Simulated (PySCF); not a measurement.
PySCF job for Ti(Cl)4(NH3) (Cl4H3NTi), SMILES [Ti]([Cl])([Cl])([Cl])([Cl])<-[NH3], multiplicity 1, C-PCM-B3LYP/def2-SVP. Coordinates come from a ωB97X-D3(BJ)/def2-SVP optimisation. The spin state was assumed, not searched.

```python
import numpy as np
from pyscf import gto, scf, dft
from pyscf.solvent import pcm

mol = gto.M(
    atom='''
    Ti   -0.00000000    0.00000000    0.02553519
    Cl    1.88241005   -1.08680995   -0.28392248
    Cl    0.00000004    0.00000001    2.20003022
    Cl   -0.00000001    2.17361990   -0.28392246
    Cl   -1.88241005   -1.08680995   -0.28392240
    N    -0.00000004   -0.00000001   -2.24020008
    H    -0.00000005   -0.95551841   -2.60028086
    H     0.82750317    0.47775919   -2.60028089
    H    -0.82750326    0.47775919   -2.60028086
    ''',
    basis='def2-SVP',
    charge=0,
    spin=0,
    max_memory=1600,
    verbose=3,
)
mf = dft.RKS(mol, xc='b3lyp').density_fit(auxbasis='def2-universal-jkfit')
mf.grids.level = 3
mf.conv_tol = 1e-9
mf.max_cycle = 100
mf.kernel()
res = {}
for name, eps in {'water': 78.355, '2-propanol': 19.264, 'tetrahydrofuran': 7.4257}.items():
    s = mf.PCM()
    s.with_solvent.method, s.with_solvent.eps, s.with_solvent.lebedev_order = 'C-PCM', eps, 17
    s.kernel(mf.make_rdm1())
    res[name] = (s.e_tot, eps, s.dip_moment(), s.mo_energy, s.converged)
    print(f'{name}: electrostatic solvation free energy {(s.e_tot - mf.e_tot) * 627.509474:.3f} kcal/mol')
```

Log of the run:

```
converged SCF energy = -2746.45917693362

WARN: PCM is an experimental feature. It is still in testing.
Features and APIs may be changed in the future.

converged SCF energy = -2746.47327217574
Dipole moment(X, Y, Z, Debye): -0.00000,  0.00282, -6.70068
water: electrostatic solvation free energy -8.845 kcal/mol

WARN: PCM is an experimental feature. It is still in testing.
Features and APIs may be changed in the future.

converged SCF energy = -2746.47259718549
Dipole moment(X, Y, Z, Debye): -0.00000,  0.00267, -6.61451
2-propanol: electrostatic solvation free energy -8.421 kcal/mol

WARN: PCM is an experimental feature. It is still in testing.
Features and APIs may be changed in the future.

converged SCF energy = -2746.47120980977
Dipole moment(X, Y, Z, Debye): -0.00000,  0.00236, -6.43984
tetrahydrofuran: electrostatic solvation free energy -7.551 kcal/mol
```

The run converged.

Cost: very roughly 100 core-seconds.
